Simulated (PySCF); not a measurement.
GeH5O4, charge +1. Atoms are numbered in the order given.

```xyz
10

O      0.1631    -0.2709     1.7585
Ge     0.1727    -0.0403     0.0501
O      0.1731    -1.3921    -1.0322
O      0.9132     1.4353    -0.4516
O     -1.7155     0.3475    -0.3843
H     -0.0305    -1.1635     2.0900
H      0.9727    -1.5441    -1.5624
H      1.4382     1.9069     0.2169
H     -2.0908     1.2447    -0.3092
H     -2.0867    -0.1130    -1.1617
```
Charge +1, spin multiplicity 1.

Coordinates come from a B3LYP-D3(BJ)/def2-SVP optimisation. The isomer is the one that the SMILES or the coordinates give; other isomers of the formula were not compared. Other conformers were not sampled.

Vertical ionisation energy (IE) and electron affinity (EA) in eV. Rows of orbital energies are one-electron estimates. Where ΔSCF, EOM or ADC give a negative EA the extra electron is unbound and the value depends on the basis.

```json
[
 {"level": "−ε(HOMO), −ε(LUMO), B3LYP/def2-TZVP (PySCF)", "IE": "14.38", "EA": "6.46"},
 {"level": "−ε(HOMO), −ε(LUMO), PBE/def2-TZVP (PySCF)", "IE": "?", "EA": "?"}
]
```

Question: Some entries are withheld; supply them. (Estimate from the structure and the level; the computed values follow.)

Answer: 
- −ε(HOMO), −ε(LUMO), PBE/def2-TZVP (PySCF), IE: 12.88
- −ε(HOMO), −ε(LUMO), PBE/def2-TZVP (PySCF), EA: 7.12
